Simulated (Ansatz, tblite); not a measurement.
Removing and adding an electron: `C[Si](C)(C)[Si](C)(C)[Si](C)(C)[Si](C)(C)[Si](C)(C)[Si](C)(C)[Si](C)(C)[Si](C)(C)[Si](C)(C)C`. Total charge 0; singlet. Geometry: PBE-D4/def2-SVP. Ansatz, gas phase; energy differences of separate SCF runs; the oxidised species was run as a doublet alone; the reduced species was run as a doublet alone.

The xTB rows come from tblite. Single mean-field runs in def2-TZVP are fitted with def2-universal-jkfit. HOMO above LUMO, or a gap near zero within one spin, warns that the state may not be the lowest or that an electron is smeared out.

```
   level  −HOMO (eV)  vertical IE (eV)  −LUMO (eV)  vertical EA (eV)  HOMO–LUMO gap (eV)  IE − EA (eV)
GFN1-xTB        9.79             11.08        6.92              5.47                2.88          5.61
GFN2-xTB        8.44              9.87        5.20              3.67                3.24          6.20
```

Q: Estimate the rows for PBE-D4/def2-TZVP, PBE0-D4/def2-TZVP.

A: 
```tsv
level	−HOMO (eV)	vertical IE (eV)	−LUMO (eV)	vertical EA (eV)	HOMO–LUMO gap (eV)	IE − EA (eV)	remarks
PBE-D4/def2-TZVP	5.14	6.71	0.96	-0.31	4.19	7.02	HOMO above zero (-1 doublet), gap within one spin near zero (+1 doublet), gap within one spin near zero (-1 doublet)
PBE0-D4/def2-TZVP	6.11	7.18	0.21	-0.63	5.90	7.81	HOMO above zero (-1 doublet)
```

   A HOMO above zero means that the electron is unbound at that level or that self-interaction error raises the level; the energy of removing that electron tells which. Raw xTB energy differences between charge states are shifted by several eV; the methods need an empirical correction for them. Sets without diffuse functions give affinities that are too small. A negative affinity means that the extra electron isn't bound; its size then hangs on the basis.
